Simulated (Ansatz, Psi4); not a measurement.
The Ansatz (a quantum-chemistry and plane-wave program) input:
Ansatz 0.2 input:
```yaml
crystal:
  periodic: [false, false, false]
  atoms:
    - {symbol: C, position_ang: [-0.10972354, -0.15634997, 1.26440068]}
    - {symbol: N, position_ang: [0.10982201, 0.48479466, 0.05186353]}
    - {symbol: C, position_ang: [-0.00538562, -0.28027714, -1.16365005]}
    - {symbol: H, position_ang: [0.06635704, 0.43135103, 2.14529827]}
    - {symbol: H, position_ang: [-0.90801326, -0.87495642, 1.27945416]}
    - {symbol: H, position_ang: [0.91108639, 1.10326556, 0.06436137]}
    - {symbol: H, position_ang: [0.81807734, -0.99357777, -1.30516267]}
    - {symbol: H, position_ang: [-0.02617055, 0.40042004, -2.01496601]}
    - {symbol: H, position_ang: [-0.93943611, -0.84030228, -1.13653354]}
basis:
  gaussian:
    orbitals: STO-3G
magnetization: {spin_polarized: true, initial_magnetization: 1}
correlation: {method: mp2, electrons: outside_noble_gas}
accuracy: high
```

Problem. Give the equivalent Psi4 input.

Solution. Several could match; the one computed here: 
```
memory 2 GB

molecule {
0 2
C    -0.10972354   -0.15634997    1.26440068
N     0.10982201    0.48479466    0.05186353
C    -0.00538562   -0.28027714   -1.16365005
H     0.06635704    0.43135103    2.14529827
H    -0.90801326   -0.87495642    1.27945416
H     0.91108639    1.10326556    0.06436137
H     0.81807734   -0.99357777   -1.30516267
H    -0.02617055    0.40042004   -2.01496601
H    -0.93943611   -0.84030228   -1.13653354
}

set {
  basis sto-3g
  reference uhf
  freeze_core true
  mp2_type conv
  scf_type pk
  puream true
  d_convergence 1e-8
}

energy('mp2')
print_variables()
```

Both were run: Ansatz gave -132.106033 Eh and Psi4 -132.106033 Eh, 0.000 mEh apart.
